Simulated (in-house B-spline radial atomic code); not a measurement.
Ionising Yb2+ with different functionals

Computed with a B-spline radial code for spherical atoms: four-component Dirac-Coulomb Hamiltonian, Fermi nucleus of rms radius 5.3108 fm, spin-restricted, spherical fractional occupations for the functionals. The ionisation energy is the difference of two self-consistent energies, [Xe] 4f14 → [Xe] 4f13, without Breit or QED terms; ε is the level of the shell that loses the electron (mean over j). The electron is taken from both j subshells in proportion to 2j + 1, so the result is a j average, not the step between ground levels.

Hybrids are left out here: with spherical fractional occupations of an open shell their exact exchange keeps a self-interaction that integer-occupation calculations don't have.

```
           method  rung  ΔSCF (eV)  -ε(4f) (eV)
         LDA VWN5   LDA      26.84        17.93
 relativistic LDA   LDA      26.99        18.05
         LDA PW92   LDA      26.84        17.93
LDA exchange-only   LDA          ?            ?
              PBE   GGA      26.49        17.60
           PBEsol   GGA      26.53        17.63
             BLYP   GGA      26.35        17.49
             RPBE   GGA      26.42        17.53
             PW91   GGA      26.59        17.70
             BP86   GGA          ?            ?
             AM05   GGA      26.57        17.64
             OLYP   GGA      26.86        17.87
```

Problem. What does BP86 give?

Solution. ΔSCF 26.58 eV, and -ε(4f) = 17.68 eV.

Problem. What does LDA exchange-only give?

Solution. ΔSCF 25.11 eV, and -ε(4f) = 16.30 eV.

Problem. How do they compare with the NIST value?

Solution. NIST lists 25.05 eV ± 0.025 (semi-empirical, ground level to ground level). Errors run from +0.05 to +1.93 eV. The correlated functionals all miss on the same side by more than they spread, so the cause is common to them (Breit-QED terms, spin polarisation, the choice among j levels, multiplet and fine-structure energies, or a listed next ion that isn't the cheapest removal here) and closeness doesn't rank the functionals.
